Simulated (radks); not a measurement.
The lithium ion Li2+, configuration 1s1 (the NIST ground configuration). Method: scalar-relativistic Kohn-Sham, PBEsol, spin-polarised, spherical densities, point nucleus; open shells are filled with parallel spins first; computed with a radial shooting solver on a logarithmic mesh with Libxc functionals.

Radial electron density D(r) = 4 pi r^2 rho(r):

r (bohr),D(r) (e/bohr)
0.02846,0.07360
0.03083,0.08514
0.03314,0.09697
0.0359,0.1119
0.03858,0.1272
0.04179,0.1464
0.04491,0.1659
0.04865,0.1903
0.05228,0.2150
0.05664,0.2457
0.06086,0.2766
0.06593,0.3148
0.07085,0.3528
0.07676,0.3995
0.08249,0.4457
0.08864,0.4959
0.09603,0.5565
0.1032,0.6154
0.1118,0.6855
0.1201,0.7527
0.1301,0.8314
0.1399,0.9054
0.1515,0.9903
0.1628,1.068
0.1764,1.155
0.1895,1.232
0.2053,1.314
0.2207,1.384
0.239,1.453
0.2569,1.507
0.2783,1.555
0.2991,1.585
0.324,1.602
0.3482,1.600
0.3771,1.578
0.4053,1.540
0.4356,1.484
0.4718,1.402
0.5071,1.313
0.5493,1.198
0.5903,1.084
0.6395,0.9502
0.6872,0.8269
0.7444,0.6917
0.8,0.5754
0.8667,0.4561
0.9314,0.3603
1.009,0.2685
1.084,0.1998
1.175,0.1387
1.262,0.09632
1.367,0.06154
1.469,0.03943
1.592,0.02286
1.711,0.01333
1.853,0.006897
1.991,0.003601

D(r) has 1 maximum, at r = 0.334 bohr.
